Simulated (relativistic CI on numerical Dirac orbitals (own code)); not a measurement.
**Hyperfine structure of Hf³¹⁺, mass number 177**

Calculated at this level of theory: Dirac-Coulomb-Breit CI, orbitals from a KLI potential per configuration, model QED (radiative potential, 1s self-energy scaled to tabulated hydrogen-like ionisation energies), unscaled Slater integrals (own radial code, finite nucleus).

Configurations in the expansion (outside the closed core [Ar] 3d10): 4s2 4p6 4d5, 4s2 4p5 4d6, 4s2 4p6 4d4 4f, 4s 4p6 4d5 4f, 4p6 4d7, 4p5 4d8, 4s2 4p6 4d3 5s2, 4s2 4p6 4d2 4f 5s2, 4s 4p6 4d3 4f 5s2. Double excitations out of closed p, d and f shells are left out; levels of such configurations are missing from the list, as are those of other unlisted configurations, and high levels can miss mixing partners.

Nuclear spin I = 7/2, μ = 0.791 μN, Q = 3.37 b (tables of Stone and Pyykkö). The electronic factors are computed for point nuclear moments, without core polarisation or the Bohr-Weisskopf and QED corrections.

| Level | E (cm⁻¹) | A (MHz) | B (MHz) |
| --- | --- | --- | --- |
| 4s2 4p6 4d5 4P_1/2 | 156516.2 | -1181 |  |
| 4s2 4p6 4d5 2D_3/2 | 207321.7 | 4768 | -51000 |
| 4s2 4p6 4d5 4D_7/2 | 228516.8 | 1935 | -7610 |
| 4s2 4p6 4d5 2I_11/2 | 232501.6 | 2776 | 1890 |
| 4s2 4p6 4d5 4G_9/2 | 239377.1 | 2396 | -9420 |

Levels with J = 0, under 50 % of one LS term, or S terms without an open s electron are left out. Small factors come from cancelling terms and can be off by tens of per cent or more.

At this charge energies of transitions that change n are usually good to better than 1 %, and those within a shell (Δn = 0) to a few per cent. Terms inside the open d or f shell come out 10 to 20 % too wide with unscaled integrals.

Q: Give the hyperfine levels of 4s2 4p6 4d5 2D_3/2 relative to its centre of gravity.

A: With K = F(F + 1) − I(I + 1) − J(J + 1), E = AK/2 + B[¾K(K + 1) − I(I + 1)J(J + 1)]/[2I(2I − 1)J(2J − 1)]: F = 2: -59510, F = 3: -8774, F = 4: 24870, F = 5: 12280 MHz.

LS names give the leading component of a level, which can be under half, so a name can repeat, a term be missing and a line seem to break the LS rules.
